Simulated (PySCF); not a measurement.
Be⁺ (beryllium, charge +1) across methods

[He] 2s1, 2S determinant. All numbers are calculated (PySCF 2.14, the non-relativistic Hamiltonian (point nucleus), in def2-TZVPPD (5s4p1d, 22 functions)).

| method | E (hartree) | mean ε 1s α (eV) | mean ε 1s β (eV) | mean ε 2s α (eV) | Σ⟨r²⟩ (bohr²) | ⟨S²⟩ |
| --- | --- | --- | --- | --- | --- | --- |
| LDA | -14.1142 | -116.35 | -115.85 | -14.290 | 6.525 | 0.750 |
| LC-wPBE | -14.3078 | -123.62 | -123.17 | -18.143 | 6.437 | 0.750 |
| UHF | -14.27705 | -140.38 | -139.28 | -18.124 | 6.558 | 0.750 |
| BLYP | -14.3299 | -118.00 | -117.58 | -14.287 | 6.397 | 0.750 |
| PBEsol | -14.2042 | -116.82 | -116.35 | -14.327 | 6.496 | 0.750 |
| PBE | -14.2977 | -117.68 | -117.16 | -14.457 | 6.463 | 0.750 |
| r2SCAN | -14.3249 | -119.96 | -119.56 | -14.607 | 6.455 | 0.750 |
| PBE0 | -14.3059 | -123.54 | -122.89 | -15.469 | 6.464 | 0.750 |

Task: Estimate the same row for revPBE.

Result: E (hartree) = -14.3316; mean ε 1s α (eV) = -117.79; mean ε 1s β (eV) = -117.33; mean ε 2s α (eV) = -14.473; Σ⟨r²⟩ (bohr²) = 6.461; ⟨S²⟩ = 0.750.
